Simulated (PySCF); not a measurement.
A structure optimised at PBE-D3(BJ)/def2-TZVP, used in a PySCF frequency run:

```xyz
3

Al     0.0000     0.0000     0.9686
Br     0.0000    -1.9774    -0.1799
Br     0.0000     1.9774    -0.1799
```
Charge 0, spin multiplicity 2.

Task: Write its SMILES, formula and point group.

Result: [Br][Al][Br], AlBr2, C2v

Task: What are its rotational constants (standard atomic weights)?

Result: 16.597, 0.80881, 0.77122 GHz
